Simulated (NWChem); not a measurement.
System: CH₃BrOSi, singlet; SMILES CO[Si]Br

The following NWChem deck was run.

```
start job
memory heap 200 mb stack 900 mb global 1100 mb
geometry units angstroms noautoz
  Si     1.228138    -0.601456    -0.000612
  Br    -0.175827     1.245240     0.000642
  O      0.163985    -1.883298    -0.000047
  C     -1.242785    -2.069111     0.001600
  H     -1.782438    -1.098161    -0.002151
  H     -1.532725    -2.654696    -0.895144
  H     -1.531859    -2.646933     0.903660
end
basis spherical
  * library 6-31g*
end
dft
  xc b3lyp
  iterations 150
  vectors input atomic output neutral.movecs
end
task dft energy
charge 1
dft
  odft
  mult 2
  vectors input atomic output cation.movecs
end
task dft energy
```

Parts of the log:

```
             Northwest Computational Chemistry Package (NWChem) 7.3.0
             --------------------------------------------------------

 C1  symmetry detected

                             Geometry "geometry" -> ""
                             -------------------------

 Output coordinates in angstroms (scale by  1.889725989 to convert to a.u.)

  No.       Tag          Charge          X              Y              Z
 ---- ---------------- ---------- -------------- -------------- --------------
    1 Si                  14.0000     1.21857539    -0.63804607     0.00008861
    2 Br                  35.0000    -0.15933713     1.22817001    -0.00002006
    3 O                    8.0000     0.13653894    -1.90482855    -0.00026086
    4 C                    6.0000    -1.27270098    -2.07088193     0.00011064
    5 H                    1.0000    -1.79867180    -1.09245480    -0.00417566
    6 H                    1.0000    -1.57001220    -2.65239161    -0.89687171
    7 H                    1.0000    -1.57067751    -2.64453909     0.90193199

 Effective nuclear repulsion energy (a.u.)     297.1790011001

                                 NWChem DFT Module
                                 -----------------

 Summary of "ao basis" -> "ao basis" (spherical)
 ------------------------------------------------------------------------------
       Tag                 Description            Shells   Functions and Types
 ---------------- ------------------------------  ------  ---------------------
 Si                          6-31g*                  8       18   4s3p1d
 Br                          6-31g*                 12       32   5s4p3d
 O                           6-31g*                  6       14   3s2p1d
 C                           6-31g*                  6       14   3s2p1d
 H                           6-31g*                  2        2   2s

            General Information
            -------------------
          SCF calculation type: DFT
          Wavefunction type:  closed shell.
          No. of atoms     :     7
          No. of electrons :    66
           Alpha electrons :    33
            Beta electrons :    33
          Charge           :     0
          Spin multiplicity:     1
          Use of symmetry is: off; symmetry adaption is: off
          Maximum number of iterations: 150
          AO basis - number of functions:    84
                     number of shells:    38
          Convergence on energy requested:  1.00D-06
          Convergence on density requested:  1.00D-05
          Convergence on gradient requested:  5.00D-04

              XC Information
              --------------
                         B3LYP Method XC Potential
                     Hartree-Fock (Exact) Exchange  0.200
                        Slater Exchange Functional  0.800 local
                    Becke 1988 Exchange Functional  0.720 non-local
              Lee-Yang-Parr Correlation Functional  0.810
                  VWN I RPA Correlation Functional  0.190 local

             Grid Information
             ----------------
          Grid used for XC integration:  medium
          Radial quadrature: Mura-Knowles
          Angular quadrature: Lebedev.
          Tag              B.-S. Rad. Rad. Pts. Rad. Cut. Ang. Pts.
          ---              ---------- --------- --------- ---------
          Si                  1.10       88          10.0       590
          Br                  1.15      112          11.0       590
          O                   0.60       49          10.0       434
          C                   0.70       49          10.0       434
          H                   0.35       45          11.0       434
          Grid pruning is: on
          Number of quadrature shells:   433
          Spatial weights used:  Erf1

      Superposition of Atomic Density Guess
      -------------------------------------

 Sum of atomic energies:       -2974.81389005

      Non-variational initial energy
      ------------------------------

 Total energy =   -2975.932754
 1-e energy   =   -4729.295863
 2-e energy   =    1456.184108
 HOMO         =      -0.278303
 LUMO         =      -0.032717

   convergence    iter        energy       DeltaE   RMS-Dens  Diis-err
 ---------------- ----- ----------------- --------- --------- ---------
 d= 0,ls=0.0,diis     1  -2978.4780897267 -3.28D+03  1.51D-02  5.92D-01
 d= 0,ls=0.0,diis     2  -2978.3969541537  8.11D-02  8.89D-03  1.41D+00
 d= 0,ls=0.0,diis     3  -2978.5441327801 -1.47D-01  2.90D-03  7.34D-02
 d= 0,ls=0.0,diis     4  -2978.5492988453 -5.17D-03  1.53D-03  1.76D-02
 d= 0,ls=0.0,diis     5  -2978.5516447868 -2.35D-03  2.66D-04  3.41D-04
  Resetting Diis
 d= 0,ls=0.0,diis     6  -2978.5516919683 -4.72D-05  5.04D-05  3.30D-05
 d= 0,ls=0.0,diis     7  -2978.5516957604 -3.79D-06  2.54D-05  9.65D-07
 d= 0,ls=0.0,diis     8  -2978.5516956608  9.96D-08  1.34D-05  1.88D-06
 d= 0,ls=0.0,diis     9  -2978.5516959115 -2.51D-07  2.31D-06  1.16D-07

         Total DFT energy =    -2978.551695911541
      One electron energy =    -4732.223664158202
           Coulomb energy =     1583.894922981704
    Exchange-Corr. energy =     -127.401955835166
 Nuclear repulsion energy =      297.179001100124

 Numeric. integr. density =       66.000006850607

                       DFT Final Molecular Orbital Analysis
                       ------------------------------------

 Vector   31  Occ=2.000000D+00  E=-2.976577D-01
              MO Center= -1.3D-01,  7.1D-01,  2.4D-03, r^2= 2.8D+00
   Bfn.  Coefficient  Atom+Function         Bfn.  Coefficient  Atom+Function
  ----- ------------  ---------------      ----- ------------  ---------------
    31      0.697714  2 Br pz                35      0.334935  2 Br pz
    27     -0.316185  2 Br pz                55     -0.233731  3 O  pz
    59     -0.190640  3 O  pz                23      0.094882  2 Br pz
    69      0.070986  4 C  pz                82     -0.058185  6 H  s
    84      0.057723  7 H  s                 81     -0.053879  6 H  s

 Vector   32  Occ=2.000000D+00  E=-2.974119D-01
              MO Center=  2.3D-02,  9.2D-01, -2.3D-03, r^2= 2.4D+00
   Bfn.  Coefficient  Atom+Function         Bfn.  Coefficient  Atom+Function
  ----- ------------  ---------------      ----- ------------  ---------------
    30      0.606007  2 Br py                29      0.394728  2 Br px
    26     -0.272620  2 Br py                34      0.273804  2 Br py
    25     -0.178931  2 Br px                33      0.175320  2 Br px
    54      0.143735  3 O  py                 7      0.132472  1 Si px
     6      0.114646  1 Si s                 10      0.106987  1 Si s

 Vector   33  Occ=2.000000D+00  E=-2.650648D-01
              MO Center=  9.1D-01, -1.7D-02,  1.9D-05, r^2= 3.7D+00
   Bfn.  Coefficient  Atom+Function         Bfn.  Coefficient  Atom+Function
  ----- ------------  ---------------      ----- ------------  ---------------
    29      0.504832  2 Br px                10     -0.421514  1 Si s
     6     -0.394967  1 Si s                  7     -0.312484  1 Si px
    33      0.261720  2 Br px                25     -0.225945  2 Br px
     2      0.178961  1 Si s                 56      0.170258  3 O  s
    30     -0.157081  2 Br py                 3      0.121263  1 Si px

 Vector   34  Occ=0.000000D+00  E=-8.275205D-02
              MO Center=  1.1D+00, -6.1D-01,  3.1D-04, r^2= 3.2D+00
   Bfn.  Coefficient  Atom+Function         Bfn.  Coefficient  Atom+Function
  ----- ------------  ---------------      ----- ------------  ---------------
     9      0.585986  1 Si pz                13      0.546160  1 Si pz
    55     -0.249126  3 O  pz                59     -0.247259  3 O  pz
    31     -0.233853  2 Br pz                 5     -0.209888  1 Si pz
    35     -0.184795  2 Br pz                27      0.101809  2 Br pz
    84      0.090868  7 H  s                 82     -0.090161  6 H  s

 Vector   35  Occ=0.000000D+00  E=-2.653874D-03
              MO Center=  1.1D+00, -4.9D-01,  3.1D-05, r^2= 4.7D+00
   Bfn.  Coefficient  Atom+Function         Bfn.  Coefficient  Atom+Function
  ----- ------------  ---------------      ----- ------------  ---------------
    12      0.869775  1 Si py                32     -0.597031  2 Br s
     8      0.507242  1 Si py                34      0.493816  2 Br py
    10      0.462423  1 Si s                 11     -0.462399  1 Si px
    33     -0.404217  2 Br px                56      0.310815  3 O  s
    29     -0.237478  2 Br px                28      0.230863  2 Br s

 Vector   36  Occ=0.000000D+00  E= 3.036115D-02
              MO Center=  8.6D-01, -5.6D-01,  1.5D-05, r^2= 4.5D+00
   Bfn.  Coefficient  Atom+Function         Bfn.  Coefficient  Atom+Function
  ----- ------------  ---------------      ----- ------------  ---------------
    11      0.887693  1 Si px                56      0.741178  3 O  s
    10     -0.665556  1 Si s                 12      0.416998  1 Si py
    34     -0.391983  2 Br py                 7      0.355746  1 Si px
    32      0.226527  2 Br s                 30     -0.213998  2 Br py
    58      0.208884  3 O  py                70      0.209475  4 C  s

     Multipole analysis of the density
     ---------------------------------

     L   x y z        total         alpha         beta         nuclear
     -   - - -        -----         -----         ----         -------
     0   0 0 0     -0.000000    -33.000000    -33.000000     66.000000

     1   1 0 0     -0.290777     -0.145389     -0.145389     -0.000000
     1   0 1 0     -0.758819     -0.379410     -0.379410      0.000000
     1   0 0 1      0.000357      0.000179      0.000179      0.000000

     2   2 0 0    -31.401896    -86.608878    -86.608878    141.815860
     2   1 1 0      2.299495    -10.066302    -10.066302     22.432098
     2   1 0 1     -0.000384      0.000773      0.000773     -0.001930
     2   0 2 0    -33.164496   -245.976718   -245.976718    458.788940
     2   0 1 1     -0.001065      0.000951      0.000951     -0.002968
     2   0 0 2    -31.159153    -18.468350    -18.468350      5.777548

                                 NWChem DFT Module
                                 -----------------

            General Information
            -------------------
          SCF calculation type: DFT
          Wavefunction type:  spin polarized.
          No. of atoms     :     7
          No. of electrons :    65
           Alpha electrons :    33
            Beta electrons :    32
          Charge           :     1
          Spin multiplicity:     2
          Use of symmetry is: off; symmetry adaption is: off
          Maximum number of iterations: 150
          AO basis - number of functions:    84
                     number of shells:    38
          Convergence on energy requested:  1.00D-06
          Convergence on density requested:  1.00D-05
          Convergence on gradient requested:  5.00D-04

              XC Information
              --------------
                         B3LYP Method XC Potential
                     Hartree-Fock (Exact) Exchange  0.200
                        Slater Exchange Functional  0.800 local
                    Becke 1988 Exchange Functional  0.720 non-local
              Lee-Yang-Parr Correlation Functional  0.810
                  VWN I RPA Correlation Functional  0.190 local

             Grid Information
             ----------------
          Grid used for XC integration:  medium
          Radial quadrature: Mura-Knowles
          Angular quadrature: Lebedev.
          Tag              B.-S. Rad. Rad. Pts. Rad. Cut. Ang. Pts.
          ---              ---------- --------- --------- ---------
          Si                  1.10       88          10.0       590
          Br                  1.15      112          11.0       590
          O                   0.60       49          10.0       434
          C                   0.70       49          10.0       434
          H                   0.35       45          11.0       434
          Grid pruning is: on
          Number of quadrature shells:   433
          Spatial weights used:  Erf1

      Superposition of Atomic Density Guess
      -------------------------------------

 Sum of atomic energies:       -2974.81389005

 Renormalizing density from      66.00 to     65

      Non-variational initial energy
      ------------------------------

 Total energy =   -2948.069253
 1-e energy   =   -4657.639865
 2-e energy   =    1412.391611
 HOMO         =      -0.561318
 LUMO         =      -0.286228

   convergence    iter        energy       DeltaE   RMS-Dens  Diis-err
 ---------------- ----- ----------------- --------- --------- ---------
 d= 0,ls=0.0,diis     1  -2977.8349300553 -3.28D+03  2.22D-02  1.53D+00
                                                     2.34D-02  1.53D+00
 d= 0,ls=0.0,diis     2  -2976.2518509869  1.58D+00  2.11D-02  3.88D+00
                                                     2.24D-02  3.44D+00
 d= 0,ls=0.0,diis     3  -2977.9929634141 -1.74D+00  8.58D-03  2.04D-01
                                                     1.08D-02  1.95D-01
 d= 0,ls=0.0,diis     4  -2978.1628431495 -1.70D-01  2.62D-03  6.65D-02
                                                     2.37D-03  6.10D-02
 d= 0,ls=0.0,diis     5  -2978.1855088633 -2.27D-02  1.18D-03  2.82D-02
                                                     1.35D-03  2.89D-02
  Resetting Diis
 d= 0,ls=0.0,diis     6  -2978.1983562184 -1.28D-02  4.77D-04  1.10D-03
                                                     6.66D-04  9.14D-04
 d= 0,ls=0.0,diis     7  -2978.1991987943 -8.43D-04  2.30D-04  1.50D-04
                                                     3.76D-04  1.40D-04
 d= 0,ls=0.0,diis     8  -2978.1992554575 -5.67D-05  1.34D-04  1.92D-04
                                                     1.52D-04  1.86D-04
 d= 0,ls=0.0,diis     9  -2978.1993615938 -1.06D-04  3.29D-05  2.12D-05
                                                     8.75D-05  3.05D-05
 d= 0,ls=0.0,diis    10  -2978.1993791915 -1.76D-05  3.61D-05  4.76D-06
                                                     1.78D-04  3.22D-06
 d= 0,ls=0.0,diis    11  -2978.1993929237 -1.37D-05  1.79D-05  9.53D-07
                                                     7.21D-05  9.89D-07
 d= 0,ls=0.0,diis    12  -2978.1993955182 -2.59D-06  5.55D-06  1.12D-07
                                                     3.42D-05  1.33D-07
 d= 0,ls=0.0,diis    13  -2978.1993960129 -4.95D-07  1.09D-05  1.59D-07
                                                     2.99D-05  1.20D-07
 d= 0,ls=0.0,diis    14  -2978.1993963140 -3.01D-07  1.40D-06  8.13D-09
                                                     8.12D-06  1.17D-08

         Total DFT energy =    -2978.199396314027
      One electron energy =    -4716.185882339611
           Coulomb energy =     1567.888045808636
    Exchange-Corr. energy =     -127.080560883175
 Nuclear repulsion energy =      297.179001100124

 Numeric. integr. density =       65.000006615210

                    DFT Final Alpha Molecular Orbital Analysis
                    ------------------------------------------

 Vector   31  Occ=1.000000D+00  E=-5.313799D-01
              MO Center= -1.7D-02,  3.3D-01, -5.2D-04, r^2= 3.7D+00
   Bfn.  Coefficient  Atom+Function         Bfn.  Coefficient  Atom+Function
  ----- ------------  ---------------      ----- ------------  ---------------
    29      0.669617  2 Br px                 6     -0.294642  1 Si s
    25     -0.293982  2 Br px                33      0.257271  2 Br px
    10     -0.174910  1 Si s                 68      0.162609  4 C  py
    30      0.160091  2 Br py                53      0.141222  3 O  px
    56      0.138898  3 O  s                  7     -0.132321  1 Si px

[...]
```

Level: B3LYP/6-31G* (spherical d), vertical spin-unrestricted ions. Low-valent species are run as closed-shell singlets; no triplet was tried in these runs. Structure relaxed at the PBE-D3(BJ)/def2-SVP level.
